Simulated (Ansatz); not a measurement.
Gas-phase electronic energies from Ansatz, PBE0-D4/def2-TZVP geometries. CCSD(T)/CBS adds triple-zeta CCSD(T) − MP2 to the extrapolated MP2 energy (def2 sets, frozen cores). This one scheme is used for every species. Functionals use def2-TZVPP. B3LYP here is the variant with VWN-RPA as its local correlation; programs differ in this. One conformer a species, not always the lowest.

`C#C[SiH](Cl)Cl` + `C[SiH2]S[SiH2]F` → `C[SiH2]S[SiH](Cl)Cl` + `C#C[SiH2]F`  (redistribution)

| level | ΔE (eV) |
| --- | --- |
| PBE-D4 | -0.01 |
| B3LYP-D4 | -0.03 |
| MP2/def2-TZVPP | -0.02 |
| SCS-MP2/def2-TZVPP | 0.00 |
| CCSD(T)/def2-TZVPP | 0.00 |
| HF/def2-QZVPP | 0.06 |
| SCS-MP2/def2-QZVPP | -0.01 |
| HF/CBS(def2) | 0.06 |

Problem. What does CCSD(T)/CBS give? (Estimate.)

Solution. Ansatz gave: -0.01 eV. The listed levels differ from it by 0.00, -0.02, -0.01, 0.01, 0.01, 0.07, 0.00, 0.07 eV.

Largest T1 diagnostic among the species: 0.012.

In def2-TZVPP, CCSD(T) changes the Hartree–Fock value by −0.06 eV (the triples alone add −0.01 eV) and MP2 by −0.07 eV. The D4 term adds −0.08 eV with B3LYP and −0.05 eV with PBE0; it sums over pairs of atoms, weighted by their polarisabilities, and B3LYP, whose exchange is more repulsive, gets the larger term.
